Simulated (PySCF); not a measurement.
5-(5-fluoropyrimidin-2-yl)thiophene-2-carbaldehyde (C9H5FN2OS), SMILES O=Cc1ccc(-c2ncc(F)cn2)s1.

Geometry optimised at B3LYP-D3(BJ)/def2-SVP. Other conformers were not sampled.

The numbers are results of TDA-B3LYP/def2-SVP run with PySCF 2.14.0, not measurements.

Vertical excitations. Gas-phase values at a fixed geometry. State labels are in the subgroup Cs.

Computed excitation energies, oscillator strengths and character:
```json
[
 {"state": "S1", "symmetry": "A\"", "energy (eV)": "3.41", "λ (nm)": "363", "f": "0.000", "main pairs": "HOMO−1→LUMO 91 %"},
 {"state": "S2", "symmetry": "A\"", "energy (eV)": "3.92", "λ (nm)": "317", "f": "0.000", "main pairs": "HOMO−3→LUMO 95 %"},
 {"state": "S3", "symmetry": "A\"", "energy (eV)": "4.18", "λ (nm)": "296", "f": "0.005", "main pairs": "HOMO−3→LUMO+1 90 %"},
 {"state": "S4", "symmetry": "A'", "energy (eV)": "4.25", "λ (nm)": "291", "f": "0.647", "main pairs": "HOMO→LUMO 71 %, HOMO→LUMO+1 22 %"},
 {"state": "S5", "symmetry": "A'", "energy (eV)": "4.28", "λ (nm)": "290", "f": "0.268", "main pairs": "HOMO→LUMO+1 70 %, HOMO→LUMO 22 %"},
 {"state": "S6", "symmetry": "A'", "energy (eV)": "4.50", "λ (nm)": "276", "f": "0.022", "main pairs": "HOMO−2→LUMO 85 %"},
 {"state": "T1", "symmetry": "A'", "energy (eV)": "2.61", "λ (nm)": "474", "f": "0", "main pairs": "HOMO→LUMO 95 %"},
 {"state": "T2", "symmetry": "A\"", "energy (eV)": "2.98", "λ (nm)": "416", "f": "0", "main pairs": "HOMO−1→LUMO 82 %, HOMO−1→LUMO+2 12 %"}
]
```
Triplets are in the Tamm–Dancoff approximation.
